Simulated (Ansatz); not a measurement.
```yaml
crystal:
  periodic: [false, false, false]
  atoms:
    - {symbol: C, position_ang: [-0.119914, -0.145954, 1.672052]}
    - {symbol: C, position_ang: [0.037993, 0.012199, 0.576264]}
    - {symbol: B, position_ang: [0.400656, 0.373096, -0.648221]}
    - {symbol: O, position_ang: [-0.053593, -0.669902, -1.775080]}
    - {symbol: H, position_ang: [-0.229356, -0.243035, 2.944122]}
    - {symbol: H, position_ang: [0.869930, 1.377939, -1.176691]}
    - {symbol: H, position_ang: [-0.711888, -1.150845, -1.613388]}
basis:
  gaussian: {orbitals: def2-mTZVPP, nuclear_model: gaussian}
hamiltonian: {xc: {name: B97}}
accuracy: high
relax: {f_tol: 0.0001, max_steps: 2}
output: {forces: true}
```

```sh
$ ansatz run in.yaml --threads 2 --pin off --events-out ev --progress --plain --max-ram 4352MiB
```

Shortened log:

```
Functional definition: B97
2058 factors; integrals over basis functions are off by at most 2.1e-9 eV
mean field evaluation 1: about -4831.7500 eV, gradient 7.3e1 eV
mean field evaluation 2: about -4812.5813 eV, gradient 1.2e2 eV
mean field evaluation 4: about -4842.1924 eV, gradient 6.8e0 eV
mean field evaluation 8: about -4842.3034 eV, gradient 1.9e-1 eV
mean field evaluation 16: about -4842.3028 eV, gradient 2.6e-5 eV
mean field -4842.30278047 eV, -177.9513449517 hartree, gradient 3.0e-8 eV, S^2 0.000000; 0 other end points of the search recorded, 0 dependent functions left out
reference -4842.30278259 eV, -177.9513450296 hartree; 14, 14 occupied and 82, 82 virtual orbitals, 2058 factors
relax step   1: F+E_penalty+E_count = -4842.30278047 eV  Δ(F+E_penalty+E_count) = +0.000e0 eV  max|allowed force component| = 1.748e1 eV/Å  Δτ_max = 0.0000 Å  (30 SCF iters, accepted)
2059 factors; integrals over basis functions are off by at most 3.3e-9 eV
mean field -4845.30885946 eV, -178.0618163168 hartree, gradient 2.6e-8 eV, S^2 0.000000; 0 other end points of the search recorded, 0 dependent functions left out
reference -4845.30886160 eV, -178.0618163956 hartree; 14, 14 occupied and 82, 82 virtual orbitals, 2059 factors
relax step   2: F+E_penalty+E_count = -4845.30885946 eV  Δ(F+E_penalty+E_count) = -3.006e0 eV  max|allowed force component| = 5.328e0 eV/Å  Δτ_max = 0.2000 Å  (39 SCF iters, accepted)
Error: geometry relaxation did not converge after 2 steps: max|allowed force component| = 5.33e0 eV/Å (threshold 1.0e-4). Raise `relax.max_steps` over both its present limit and 2, loosen `relax.f_tol`, or start from a geometry closer to equilibrium. Where this run's directory can be resumed (`checkpoint.write`), a resume goes on for up to `relax.max_steps` more
```

(1) Something in this input is off. What?

Results:

(1) The relaxation is allowed too few steps for its threshold. The run did not converge.
